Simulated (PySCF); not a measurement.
but-1-en-3-yne (C4H4), SMILES C=CC#C.

The structure is a stationary point at PBE0-D3(BJ)/def2-SVP.

The numbers are results of PBE0-D3(BJ)/def2-SVP (PySCF), not measurements.

No scaling factor is applied to the harmonic values.

Computed normal modes with their intensities:
```
mode  ν (cm⁻¹)  IR (km/mol)  moving atoms (share of kinetic energy)
----  --------  -----------  --------------------------------------
1          223          2.8                          C 73 %, H 27 %
2          328          9.9                          C 60 %, H 40 %
3          554          4.8                          C 76 %, H 24 %
4          681         36.1                          H 78 %, C 22 %
5          700         39.7                          H 77 %, C 23 %
6          709          6.3                          C 55 %, H 45 %
7          904          1.1                          C 62 %, H 38 %
8          955         42.1                          H 73 %, C 27 %
9         1009         13.3                          H 89 %, C 11 %
10        1099          5.3                          H 56 %, C 44 %
11        1299          0.6                          H 76 %, C 24 %
12        1418          3.9                          H 83 %, C 17 %
13        1702          6.4                          C 87 %, H 13 %
14        2232          0.0                           C 91 %, H 9 %
15        3170          2.0                                  H 94 %
16        3180          2.4                                  H 92 %
17        3285          1.6                          H 89 %, C 11 %
18        3490         80.2                          H 86 %, C 14 %
```
